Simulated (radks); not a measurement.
The tin ion Sn5+, 45 electrons, occupied as [Kr] 4d9. All-electron calculation, Dirac Kohn-Sham, relativistic LDA (MacDonald-Vosko exchange, VWN5 correlation), spin-unpolarised, spherical densities, finite nucleus; open shells fill j = l - 1/2 first; Fermi nuclear charge, rms radius 4.6519 fm. Program: a radial shooting solver on a logarithmic mesh with Libxc functionals.

Unscreened Slater integrals over Kohn-Sham orbitals (hartree). Large and small components are both included.

integral           value
F0(4d5/2,4d5/2)  0.86614
F2(4d5/2,4d5/2)  0.43859
F4(4d5/2,4d5/2)  0.29035
F0(4d5/2,4d3/2)  0.87072
F2(4d5/2,4d3/2)  0.44075
G2(4d5/2,4d3/2)  0.44041
G4(4d5/2,4d3/2)  0.29158
F0(4d5/2,4p3/2)  0.93203
F2(4d5/2,4p3/2)  0.47212
G1(4d5/2,4p3/2)  0.60050
G3(4d5/2,4p3/2)  0.37092
F0(4d5/2,4p1/2)  0.94433
G3(4d5/2,4p1/2)  0.36975
F0(4d3/2,4d3/2)  0.87539
F2(4d3/2,4d3/2)  0.44303
F0(4d3/2,4p3/2)  0.93781
F2(4d3/2,4p3/2)  0.47594
G1(4d3/2,4p3/2)  0.60590
G3(4d3/2,4p3/2)  0.37448
F0(4d3/2,4p1/2)  0.95040
G1(4d3/2,4p1/2)  0.60673
F0(4p3/2,4p3/2)   1.0159
F2(4p3/2,4p3/2)  0.53267
F0(4p3/2,4p1/2)   1.0321
G2(4p3/2,4p1/2)  0.53892
F0(4p1/2,4p1/2)   1.0493
